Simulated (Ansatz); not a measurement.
Computed with Ansatz on PBE0-D4/def2-TZVP structures; ΔE is electronic, products minus reactants. CCSD(T)/CBS is the MP2 limit (def2-TZVPP, def2-QZVPP) plus CCSD(T) − MP2 in def2-TZVPP, frozen cores. Functionals use def2-TZVPP. For Br, Mg outer-core shells are correlated without core-valence functions, which leaves a few kJ/mol of doubt a bond. Scalar relativity is left out up to krypton. One conformer a species, not always the lowest.

Reaction (ligand exchange at the Si–O bond): `[NH2][Mg][O][SiH3]` + `O[Si]Br` → `[SiH3]O[Si]Br` + `[NH2][Mg][OH]`

```
             level  ΔE (kcal/mol)  difference from CCSD(T)/CBS
            PBE-D4            5.9                         -0.4
            r2SCAN            6.8                          0.5
              PBE0            7.0                          0.7
           r2SCAN0            6.8                          0.5
           LC-ωPBE            6.8                          0.5
       HF/def2-SVP            7.1                          0.8
   CCSD/def2-TZVPP            6.5                          0.2
CCSD(T)/def2-TZVPP            6.4                          0.1
     HF/def2-QZVPP            7.2                          0.9
    MP2/def2-QZVPP            5.9                         -0.4
       CCSD(T)/CBS            6.3                            0
```

Largest T1 diagnostic among the species: 0.012.

Leaving LDA and LC-ωPBE aside and taking each functional with its dispersion term where it has one, the values, not all of them listed here, spread over 2.6 kcal/mol, from BLYP-D4 to B97M-V. In def2-TZVPP, CCSD(T) changes the Hartree–Fock value by −0.8 kcal/mol (the triples alone add −0.1 kcal/mol) and MP2 by −1.2 kcal/mol. The D4 term adds −1.5 kcal/mol with B3LYP and −0.8 kcal/mol with PBE0; it sums over pairs of atoms, weighted by their polarisabilities, and B3LYP, whose exchange is more repulsive, gets the larger term.

B3LYP here is the variant with VWN-RPA as its local correlation; programs differ in this.
